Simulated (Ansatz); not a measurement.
Ti(OH)4 (TiO₄H₄). The state is a singlet with charge 0. Geometry PBE-D4/def2-SVP, basis def2-TZVP, Ansatz.

Cartesian coordinates in Å:
```
Ti -0.001 0.001 -0.001
O 0.941 -0.326 -1.510
H 1.856 -0.040 -1.675
O -1.202 1.322 -0.289
H -1.484 1.642 -1.163
O 1.110 0.531 1.324
H 1.404 -0.024 2.067
O -0.851 -1.524 0.472
H -1.774 -1.581 0.774
```

```json
{"run": "A", "HOMO (eV)": "-9.32", "LUMO (eV)": "-1.19"}
{"run": "B", "HOMO (eV)": "-7.23", "LUMO (eV)": "-2.17"}
{"run": "C", "HOMO (eV)": "-11.52", "LUMO (eV)": "1.00"}
{"run": "D", "HOMO (eV)": "-7.32", "LUMO (eV)": "-2.22"}
{"run": "E", "HOMO (eV)": "-8.76", "LUMO (eV)": "-1.58"}
{"run": "F", "HOMO (eV)": "-8.62", "LUMO (eV)": "-1.64"}
```

B3LYP takes the VWN-RPA correlation. HSE06 is defined as in plane-wave codes, on full-range PBE exchange.

Problem. The runs used B3LYP, BLYP, HSE06, PBE, r2SCAN0, ωB97X-V. Estimate which is which.

Solution. A r2SCAN0 (25 % exact exchange); B BLYP (0 % exact exchange); C ωB97X-V (range-separated); D PBE (0 % exact exchange); E B3LYP (20 % exact exchange); F HSE06 (range-separated). Exact exchange lowers occupied and raises empty levels; among semilocal functionals meta-GGAs tend to open the gap a little, and such runs are hard to tell apart. The gap grows from 5.06 eV (BLYP) to 12.52 eV (ωB97X-V).
